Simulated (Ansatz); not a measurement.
# Redistribution: C2H4ClF + C3H7I → C2H4FI + C3H7Cl

Species: C2H4ClF (1-chloro-2-fluoroethane) `FCCCl`, singlet; C3H7I (1-iodopropane) `CCCI`, singlet; C2H4FI (1-fluoro-2-iodoethane) `FCCI`, singlet; C3H7Cl (1-chloropropane) `CCCCl`, singlet. The partners trade Cl for I; both sit on C, so the bond types are kept.

Shapes, held fixed at every level: PBE0-D4/def2-TZVP. Flexible molecules stand in one conformer, not always the lowest. Programs: Ansatz 0.2.0. Electronic energies: no zero-point or thermal term.

(1) Estimate ΔE of this reaction.

Results:

(1) The highest level, CCSD(T)/def2-TZVPP, gives ΔE = -5.2 kJ/mol; the levels span -6.3 to -4.2. The column of differences is taken from that level and isn't an error. No measured value is set beside it here. For atoms past krypton def2 sets carry core potentials with scalar relativity. Correlated rows may include outer-core shells of I, which these sets cover unevenly. Times are processor times on shared x86 and Arm servers, and rough.

```csv
level,kind,ΔE (kJ/mol),less CCSD(T)/def2-TZVPP,CPU time (sum over the molecules)
HF/def2-TZVPP,Hartree–Fock,-6.3,-1.1,–
PBE-D4/def2-TZVPP,GGA,-4.3,+0.9,23 s
r2SCAN-D4/def2-TZVPP,meta-GGA,-4.6,+0.6,35 s
B3LYP-D4/def2-TZVPP,global hybrid,-4.6,+0.6,32 s
PBE0-D4/def2-TZVPP,global hybrid,-4.2,+1.0,23 s
wB97X-V/def2-TZVPP,range-separated hybrid,-5.3,-0.1,50 s
CCSD/def2-TZVPP,coupled cluster or CI,-5.4,-0.2,–
CCSD(T)/def2-TZVPP,coupled cluster or CI,-5.2,0.0,13 min
```
